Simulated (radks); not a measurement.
The numbers below are computed, except where a source is named.
Task: Sm3+, 59 electrons, occupied as [Kr] 4d10 4f5.5 5s1.5 5p6 (fractional occupations, a model configuration). Level of theory: Dirac Kohn-Sham, PBE, spin-unpolarised, spherical densities, finite nucleus; open shells fill j = l - 1/2 first; Fermi nuclear charge, rms radius 5.0819 fm (a radial shooting solver on a logarithmic mesh with Libxc functionals). Some entries of the table are withheld. Estimate them.

orbital  occ.  eigenvalue (eV)  r(max) (bohr)
1s1/2       2        -46655.38        0.01449
2s1/2       2        -7644.881        0.08231
2p1/2       2        -7248.160        0.06237
2p3/2       4        -6645.323        0.06800
3s1/2       2        -1697.791         0.2339
3p1/2       2        -1526.980         0.2209
3p3/2       4        -1404.917         0.2329
3d3/2       4        -1108.575         0.1857
3d5/2       6        -1082.066         0.1891
4s1/2       2        -360.8048         0.5398
4p1/2       2        -295.2854         0.5456
4p3/2       4        -268.4713         0.5711
4d3/2       4        -160.6036         0.5827
4d5/2       6        -155.8052         0.5910
5s1/2     1.5         -70.4853            (1)
5p1/2       2              (2)          1.362
5p3/2       4              (3)          1.432
4f5/2     5.5         -31.1822         0.6073
4f7/2       0         -30.6012         0.6121
5d3/2       0         -24.5723            (4)
5d5/2       0         -24.1790            (5)
6s1/2       0         -21.8967          2.980
6p1/2       0         -17.3169            (6)
6p3/2       0         -16.5831            (7)

Result: 
(1) 5s1/2 r(max) (bohr): 1.252
(2) 5p1/2 eigenvalue (eV): -52.3540
(3) 5p3/2 eigenvalue (eV): -48.4869
(4) 5d3/2 r(max) (bohr): 1.850
(5) 5d5/2 r(max) (bohr): 1.879
(6) 6p1/2 r(max) (bohr): 3.393
(7) 6p3/2 r(max) (bohr): 3.530
